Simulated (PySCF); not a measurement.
Molecule: `InChI=1S/C6H8O/c1-3-4-5-6-7-2/h5H,1,6H2,2H3`.

Geometry (Å), atoms numbered from 1 in this order:
```xyz
15

C     3.9176    0.8049    0.2625
C     2.7285    0.2643    0.3196
C     1.5919   -0.2703    0.3995
C     0.4037   -0.8186    0.4688
C    -0.8024   -0.3056   -0.2564
O    -1.9172   -0.3915    0.6045
C    -3.1065    0.0482    0.0089
H     4.7518    0.3869    0.8028
H     4.1094    1.6879   -0.3257
H     0.2297   -1.6930    1.0808
H    -0.9804   -0.9245   -1.1568
H    -0.6469    0.7330   -0.5895
H    -3.8839   -0.0417    0.7647
H    -3.0303    1.0947   -0.3133
H    -3.3695   -0.5667   -0.8620
```

Frames of a GFN2-xTB Langevin trajectory at 400 K; GIAO PBE0/pcSseg-1 shieldings in PySCF 2.14, gas phase, non-relativistic; equivalent atoms averaged within each frame.

Scale: 13C (σ = 186.93 ppm), 1H (σ = 31.72 ppm) vs TMS; 17O (σ = 336.08 ppm) against H2O (reference shieldings calculated alike). The references are static minima.

**Question.** How do the shifts (ppm) fluctuate along the trajectory?

**Answer.** 
```csv
time (fs),C2,C3,C4,C1,C5,C7,O6,H10,H8/H9,H13/H14/H15
optimised geometry,186.0,176.8,121.3,99.7,79.8,61.0,26.9,6.22,5.53,3.57
250,189.6,170.0,119.6,101.2,77.7,62.3,7.5,6.26,5.71,4.11
425,188.0,174.9,127.0,98.3,85.3,65.8,41.7,7.08,5.37,4.03
625,189.0,182.7,129.6,105.2,89.7,59.0,19.6,7.25,5.78,3.13
800,201.9,192.8,117.6,103.5,73.3,62.3,62.8,7.42,6.33,3.80
1000,194.1,180.4,118.8,96.4,75.5,64.3,30.7,6.84,4.97,4.17
mean of frames,192.5,180.2,122.5,100.9,80.3,62.7,32.5,6.97,5.63,3.85
standard deviation,5.7,8.6,5.4,3.6,6.9,2.5,21.2,0.45,0.51,0.42
```

5 frames give an uncertainty of the mean of about the standard deviation over 2.2 at best, since frames this close in time may not be independent; classical motion lacks zero-point vibration, and the reference would need the same averaging.
